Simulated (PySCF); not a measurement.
MP for M along group 13

CCSD(T) with double-zeta basis sets in PySCF, for the lowest determinant that a PBE0 search found; no spin–orbit coupling. De refers to high-spin ground-configuration atoms.

```
 M                   basis  reference, frozen orbitals  state (unpaired electrons)  Re (Å)  ωe (cm⁻¹)  De (eV)
 B              x2c-SVPall                     ROHF, 6          triplet (σ ↑, π ↑)   1.761        958     2.91
Ga  cc-pVDZ-PP/cc-pV(D+d)Z                      UHF, 9              triplet (π ↑↑)   2.491        283     1.54
In              x2c-SVPall                     UHF, 23              triplet (π ↑↑)   2.665        250     1.37
Tl                def2-SVP                      UHF, 9              triplet (π ↑↑)   2.761        226     1.22
```

The shortest bond is that of BP (1.761 Å), the longest that of TlP (2.761 Å).

The rows differ in basis set, which adds steps of its own.

The state changes along the series, so neighbouring rows are not always alike in their bonding.

Correlated steps freeze the inner cores (6 to 23 orbitals); shallow outer-core shells are correlated. UHF and ROHF references stand side by side, which adds small steps between rows. Correlated levels converge slowly with the basis: in double zeta they bind strong bonds too weakly, by up to about 1 eV, and carry superposition errors of some tenths. Spin–orbit coupling is left out, which matters for elements this heavy, above all for dissociation energies. States were picked by a PBE0 search and need not be the measured ground states.
